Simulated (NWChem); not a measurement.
System: InH₂O₂Cl; SMILES [Cl][In]([OH])[OH]

NWChem input:

```
start job
memory heap 200 mb stack 900 mb global 1100 mb
geometry units angstroms noautoz
  In     0.048486     0.306561     0.000000
  Cl    -0.158767    -2.017943     0.000000
  O     -1.592662     1.415789     0.000000
  H     -1.370771     2.355440     0.000000
  O      1.850727     1.143779     0.000000
  H      2.550591     0.479286     0.000000
end
basis spherical
  * library def2-svp
end
ecp
  In library def2-ecp
end
dft
  xc xwpbe 0.80 cpbe96 1.0 hfexch 1.00
  cam 0.2 cam_alpha 0.2 cam_beta 0.8
  iterations 150
end
tddft
  nroots 6
  notriplet
end
task tddft energy
```

The geometry was optimised at PBE0/def2-SVP. def2 effective core potentials on In; no spin-orbit coupling.

Vertical excitations in the gas phase.

**Question.** What results follow from this input? (LRC-wPBEh/def2-SVP with def2 effective core potentials on In, full TDDFT.) Quantities: lowest excitation, singlet (eV); oscillator strength of that lowest state; lowest state with f > 0.02, singlet (eV); oscillator strength of that bright state; orbital gap (eV).

**Answer.** 
| Quantity | Value |
|---|---|
| lowest excitation, singlet (eV) | 5.05 |
| oscillator strength of that lowest state | 0.000 |
| lowest state with f > 0.02, singlet (eV) | 5.64 |
| oscillator strength of that bright state | 0.046 |
| orbital gap (eV) | 10.08 |
